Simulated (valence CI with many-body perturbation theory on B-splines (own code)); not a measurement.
**Missing levels of Kr³⁰⁺**

Computed by relativistic CI+MBPT: four valence electrons over a frozen Dirac-Fock core [He], a basis of 11 s, 11 p, 10 d, 8 f, 5 g, 2 h functions for each j, with the one-electron correlation potential Σ1 (screened to all orders), the two-electron term Σ2, the three-electron term Σ3, Breit, model QED; selected single and double excitations, second order for the rest, scaled by the run's own slope (own B-spline code, finite nucleus).

No measured spectrum was set against this ion. As an estimate, large intervals hold to a few tenths of a per cent, small ones and those within an open d or f shell to about a per cent. Among the levels kept, up to 1100 cm⁻¹ of a level comes from second order outside the variational space, and about a tenth of that is noise between levels of different J, which matters for small intervals.

```tsv
Level	E (cm⁻¹)
(2s^2 2p1/2^2) J=0	0
(2s^2 2p1/2 2p3/2) J=1	396640
(2s^2 2p1/2 2p3/2) J=2	?
(2s^2 2p3/2^2) J=2	934630
(2s^2 2p3/2^2) J=0	?
(2s 2p1/2^2 2p3/2) J=2	?
(2s 2p1/2^2 2p3/2) J=1	?
(2s 2p1/2 2p3/2^2) J=2 [a]	1653500
(2s 2p1/2 2p3/2^2) J=3	1784200
(2s 2p1/2 2p3/2^2) J=0	1954400
(2s 2p1/2 2p3/2^2) J=1 [a]	2000000
(2s 2p1/2 2p3/2^2) J=2 [b]	2064100
(2s 2p1/2 2p3/2^2) J=1 [b]	?
(2s 2p3/2^3) J=2	2430600
(2s 2p3/2^3) J=1	2690900
(2p1/2^2 2p3/2^2) J=2	3043600
(2p1/2^2 2p3/2^2) J=0	3244100
(2p1/2 2p3/2^3) J=1	3481700
(2p1/2 2p3/2^3) J=2	?
(2p3/2^4) J=0	4152100
```

Levels are named by their leading jj configuration (3d3/2^4 stands for four electrons in 3d with j = 3/2), which in mixed levels can hold well under half, so a name can repeat and another be missing. Letters in brackets count levels of one name in rising energy.

(1) The levels stand in rising order. What does the calculation give for the missing energies?

Answers

(1) (2s^2 2p1/2 2p3/2) J=2 478560; (2s^2 2p3/2^2) J=0 1127200; (2s 2p1/2^2 2p3/2) J=2 1174900; (2s 2p1/2^2 2p3/2) J=1 1530700; (2s 2p1/2 2p3/2^2) J=1 [b] 2151600; (2p1/2 2p3/2^3) J=2 3580700.
